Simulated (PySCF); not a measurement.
Compound: C₃H₇FSi₂.
Structure used (PBE0-D3(BJ)/def2-SVP), in Å, numbered top down from 1:
```xyz
13
C3H7FSi2 angstrom
F     -3.8903   -0.5031    0.7591
C     -2.5345   -0.6826    0.5816
Si    -1.6555    1.0010    0.6372
C      0.1373    0.6921    0.3829
C      1.3229    0.4402    0.2067
Si     3.1026    0.0723   -0.0592
H     -2.1453   -1.3480    1.3726
H     -2.3537   -1.1823   -0.3865
H     -2.1740    1.8844   -0.4452
H     -1.8740    1.6482    1.9617
H      3.7878   -0.0309    1.2612
H      3.7188    1.1680   -0.8611
H      3.2325   -1.2199   -0.7925
```

Linear response at B3LYP/def2-SVPD (PySCF, frozen core in the response, non-relativistic). Isolated species at its PBE0-D3(BJ)/def2-SVP geometry (one conformer only).

Static isotropic polarisability: 95.07 au (14.09 Å³), principal values 73.6, 79.3, 132.4 au.

Problem. What is the polarisability at 1064 nm and at the sodium D line?

Solution. 96.23 au at 1064 nm (+1.2 %), 99.00 au at 589.3 nm (+4.1 %). The rise at 589.3 nm is 3.40 times that at 1064 nm; a pure ω² law gives 3.26. The lowest singlet lies at 227 nm, shorter than both wavelengths.

Problem. What is the isotropic C6 coefficient between two such molecules, C6 = (3/π)∫α(iω)² dω?

Solution. 3038 au (Eh·bohr⁶) by a ten-point quadrature over imaginary frequencies, which is 1820 eV·Å⁶ or 175 J·nm⁶/mol.

Problem. Which effective excitation energy ω̄ makes London's formula C6 = (3/4)α²ω̄ exact here?

Solution. ω̄ = 4·C6/(3α²) = 0.448 Eh = 12.2 eV. A one-pole form α(ω) = α/(1 − ω²/ω̄²) fitted to the 1064 nm value gives 10.6 eV.

Problem. The lowest 6 singlets have (eV, f): 5.47, 0.000; 5.64, 0.005; 5.64, 0.001; 6.92, 0.399; 7.03, 0.002; 7.14, 0.015. What share of the static polarisability do they carry in the sum over states α = Σ f/ω²?

Solution. 6.56 au, 6.9 % of α; the largest term, 6.17 au, is that of the state at 6.92 eV. Their oscillator strengths add up to 0.42. Higher states carry the rest.

Problem. What three-body coefficient follows from the one-pole estimate C9 = (3/4)·α·C6?

Solution. 217000 au. This is an estimate from the two numbers above, not a computed integral.

Problem. How many electrons N does the Slater–Kirkwood formula C6 = (3/4)·√N·α^(3/2) need to give this C6?

Solution. N = (4·C6/3)²/α³ = 19.1; the species has 62 electrons in all.

Problem. What n − 1 at the D line would an ideal gas of it have at 273.15 K and 1 atm (2.6868 × 10¹⁹ cm⁻³), by n − 1 = 2π·N·α′?

Solution. 24.77 × 10⁻⁴, a formal value whether or not that pressure can be reached.
